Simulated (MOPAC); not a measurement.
MOPAC input (PM6):

```
PM6 1SCF CHARGE=1 GEO-OK AUX(PRECISION=9) THREADS=1
C2H10BN2

C     1.90795100 1   -0.69549700 1   -0.16332800 1
C     0.76181700 1   -0.39548200 1    0.82378300 1
B    -0.48666200 1    0.27079800 1    0.18322300 1
N    -1.18740800 1    1.37393300 1    0.59983600 1
N    -1.02516600 1   -0.40969600 1   -1.14270600 1
H     1.61994400 1   -1.42510300 1   -0.92613000 1
H     2.76281300 1   -1.12134800 1    0.35919500 1
H     2.25305400 1    0.20873100 1   -0.66832100 1
H     1.12884900 1    0.23391200 1    1.63744400 1
H     0.44983600 1   -1.33254300 1    1.30440400 1
H    -2.00578700 1    1.77228300 1    0.16439300 1
H    -0.91021900 1    1.87886200 1    1.42944200 1
H    -0.29001900 1   -0.41517900 1   -1.85474500 1
H    -1.84842800 1    0.03423300 1   -1.55175000 1
H    -1.25732500 1   -1.39162600 1   -0.97269700 1
```

Output:

```
 *******************************************************************************
 **                                                                           **
 **                              MOPAC v23.2.5                                **
 **                                                                           **
 *******************************************************************************
 ** MOPAC's Digital Object Identifier: https://doi.org/10.5281/zenodo.6511958 **
 **                                                                           **
 ** Please cite the open-source release paper for use of this MOPAC version:  **
 ** J. E. Moussa and J. J. P. Stewart (2026)                                  **
 ** MOPAC: An open-source semiempirical molecular orbital program             **
 ** J. Open Source Softw., 11(119), 8025, https://doi.org/10.21105/joss.08025 **
 *******************************************************************************

                              PM6 CALCULATION RESULTS

 *******************************************************************************
 *  PM6        - The PM6 Hamiltonian to be used
 *  GEO-OK     - OVERRIDE INTERATOMIC DISTANCE AND OTHER SAFETY CHECKS
 *
 *
 *
 *                 CHARGE ON SYSTEM = +1
 *
 *
 *
 *  1SCF       - DO 1 SCF AND THEN STOP
 *  AUX        - OUTPUT AUXILIARY INFORMATION
 *******************************************************************************
PM6 1SCF CHARGE=1 GEO-OK AUX(PRECISION=9) THREADS=1
 C2H10BN2

   ATOM   CHEMICAL          X               Y               Z
  NUMBER   SYMBOL      (ANGSTROMS)     (ANGSTROMS)     (ANGSTROMS)

     1       C          1.90795100  *  -0.69549700  *  -0.16332800  *
     2       C          0.76181700  *  -0.39548200  *   0.82378300  *
     3       B         -0.48666200  *   0.27079800  *   0.18322300  *
     4       N         -1.18740800  *   1.37393300  *   0.59983600  *
     5       N         -1.02516600  *  -0.40969600  *  -1.14270600  *
     6       H          1.61994400  *  -1.42510300  *  -0.92613000  *
     7       H          2.76281300  *  -1.12134800  *   0.35919500  *
     8       H          2.25305400  *   0.20873100  *  -0.66832100  *
     9       H          1.12884900  *   0.23391200  *   1.63744400  *
    10       H          0.44983600  *  -1.33254300  *   1.30440400  *
    11       H         -2.00578700  *   1.77228300  *   0.16439300  *
    12       H         -0.91021900  *   1.87886200  *   1.42944200  *
    13       H         -0.29001900  *  -0.41517900  *  -1.85474500  *
    14       H         -1.84842800  *   0.03423300  *  -1.55175000  *
    15       H         -1.25732500  *  -1.39162600  *  -0.97269700  *

          CARTESIAN COORDINATES

    NO.       ATOM           X           Y           Z

     1         C          1.9080     -0.6955     -0.1633
     2         C          0.7618     -0.3955      0.8238
     3         B         -0.4867      0.2708      0.1832
     4         N         -1.1874      1.3739      0.5998
     5         N         -1.0252     -0.4097     -1.1427
     6         H          1.6199     -1.4251     -0.9261
     7         H          2.7628     -1.1213      0.3592
     8         H          2.2531      0.2087     -0.6683
     9         H          1.1288      0.2339      1.6374
    10         H          0.4498     -1.3325      1.3044
    11         H         -2.0058      1.7723      0.1644
    12         H         -0.9102      1.8789      1.4294
    13         H         -0.2900     -0.4152     -1.8547
    14         H         -1.8484      0.0342     -1.5518
    15         H         -1.2573     -1.3916     -0.9727

 General Reference for PM6:
 "Optimization of Parameters for Semiempirical Methods V: Modification of NDDO Approximations
 and Application to 70 Elements", J. J. P. Stewart, J. Mol. Mod., 13, 1173-1213 (2007)
 URL: https://link.springer.com/article/10.1007/s00894-007-0233-4

           Empirical Formula: C2 H10 N2 B  =    15 atoms

      MOLECULAR POINT GROUP   :   C1

      RHF CALCULATION, NO. OF DOUBLY OCCUPIED LEVELS = 15

 -------------------------------------------------------------------------------
 PM6 1SCF CHARGE=1 GEO-OK AUX(PRECISION=9) THREADS=1
 C2H10BN2

     1SCF WAS SPECIFIED, SO BFGS WAS NOT USED
     SCF FIELD WAS ACHIEVED

                              PM6 CALCULATION
                                                       MOPAC v23.2.5 Linux

          FINAL HEAT OF FORMATION =         88.38209 KCAL/MOL =     369.79067 KJ/MOL

          COSMO AREA              =        125.81 SQUARE ANGSTROMS
          COSMO VOLUME            =        112.49 CUBIC ANGSTROMS

          IONIZATION POTENTIAL    =         15.607583 EV
          HOMO LUMO ENERGIES (EV) =        -15.608 -4.018
          NO. OF FILLED LEVELS    =         15
          MOLECULAR WEIGHT        =         72.9244         POINT GROUP:  C1

          MOLECULAR DIMENSIONS (Angstroms)

            Atom       Atom       Distance
            H    11    H     7     5.58127
            H    12    H    15     3.85449
            H    10    H     8     2.97406

          SCF CALCULATIONS        =          1

   ATOM   CHEMICAL          X               Y               Z
  NUMBER   SYMBOL      (ANGSTROMS)     (ANGSTROMS)     (ANGSTROMS)

     1       C          1.90795100  *  -0.69549700  *  -0.16332800  *
     2       C          0.76181700  *  -0.39548200  *   0.82378300  *
     3       B         -0.48666200  *   0.27079800  *   0.18322300  *
     4       N         -1.18740800  *   1.37393300  *   0.59983600  *
     5       N         -1.02516600  *  -0.40969600  *  -1.14270600  *
     6       H          1.61994400  *  -1.42510300  *  -0.92613000  *
     7       H          2.76281300  *  -1.12134800  *   0.35919500  *
     8       H          2.25305400  *   0.20873100  *  -0.66832100  *
     9       H          1.12884900  *   0.23391200  *   1.63744400  *
    10       H          0.44983600  *  -1.33254300  *   1.30440400  *
    11       H         -2.00578700  *   1.77228300  *   0.16439300  *
    12       H         -0.91021900  *   1.87886200  *   1.42944200  *
    13       H         -0.29001900  *  -0.41517900  *  -1.85474500  *
    14       H         -1.84842800  *   0.03423300  *  -1.55175000  *
    15       H         -1.25732500  *  -1.39162600  *  -0.97269700  *

                             CARTESIAN COORDINATES

   1    C        1.907951000    -0.695497000    -0.163328000
   2    C        0.761817000    -0.395482000     0.823783000
   3    B       -0.486662000     0.270798000     0.183223000
   4    N       -1.187408000     1.373933000     0.599836000
   5    N       -1.025166000    -0.409696000    -1.142706000
   6    H        1.619944000    -1.425103000    -0.926130000
   7    H        2.762813000    -1.121348000     0.359195000
   8    H        2.253054000     0.208731000    -0.668321000
   9    H        1.128849000     0.233912000     1.637444000
  10    H        0.449836000    -1.332543000     1.304404000
  11    H       -2.005787000     1.772283000     0.164393000
  12    H       -0.910219000     1.878862000     1.429442000
  13    H       -0.290019000    -0.415179000    -1.854745000
  14    H       -1.848428000     0.034233000    -1.551750000
  15    H       -1.257325000    -1.391626000    -0.972697000

           Empirical Formula: C2 H10 N2 B  =    15 atoms

      MOLECULAR POINT GROUP   :   C1

                  EIGENVALUES
 -38.71635 -35.79614 -31.03418 -25.99489 -23.88642 -23.42387 -23.27493 -22.27367
 -20.11406 -19.01430 -18.32478 -17.19020 -16.21708 -15.68853 -15.60758  -4.01791
  -3.65695  -2.42138  -1.56729  -0.83714  -0.26040  -0.15996   0.29445   1.14794
   1.61752   2.01016   2.08066   2.23690   2.64707   3.15359

              NET ATOMIC CHARGES AND DIPOLE CONTRIBUTIONS

  ATOM NO.   TYPE          CHARGE      No. of ELECS.   s-Pop       p-Pop
    1          C          -0.441863        4.4419     1.07942     3.36244
    2          C          -0.352527        4.3525     1.08851     3.26402
    3          B           0.284268        2.7157     0.97786     1.73787
    4          N          -0.431822        5.4318     1.44240     3.98942
    5          N          -0.177162        5.1772     1.41871     3.75845
    6          H           0.136135        0.8639     0.86386
    7          H           0.182264        0.8177     0.81774
    8          H           0.159324        0.8407     0.84068
    9          H           0.175060        0.8249     0.82494
   10          H           0.167976        0.8320     0.83202
   11          H           0.260943        0.7391     0.73906
   12          H           0.282381        0.7176     0.71762
   13          H           0.258676        0.7413     0.74132
   14          H           0.240478        0.7595     0.75952
   15          H           0.255868        0.7441     0.74413
 DIPOLE           X         Y         Z       TOTAL
 POINT-CHG.    -3.794    -0.151    -2.671     4.642
 HYBRID        -0.675     0.093    -0.531     0.864
 SUM           -4.469    -0.058    -3.202     5.498

          ATOMIC ORBITAL ELECTRON POPULATIONS

     Atom    s        px        py        pz
    1  C   1.07942   1.08994   1.16537   1.10713
    2  C   1.08851   1.02322   1.15261   1.08819
    3  B   0.97786   0.63069   0.58076   0.52642
    4  N   1.44240   1.33089   1.32097   1.33756
    5  N   1.41871   1.22388   1.24648   1.28808
    6  H   0.86386
    7  H   0.81774
    8  H   0.84068
    9  H   0.82494
   10  H   0.83202
   11  H   0.73906
   12  H   0.71762
   13  H   0.74132
   14  H   0.75952
   15  H   0.74413

 **********************
 *                    *
 * JOB ENDED NORMALLY *
 *                    *
 **********************

 == MOPAC DONE ==
```

The dipole moment of an ion depends on the origin.

The geometry given is a B3LYP-D3(BJ)/def2-TZVP minimum.
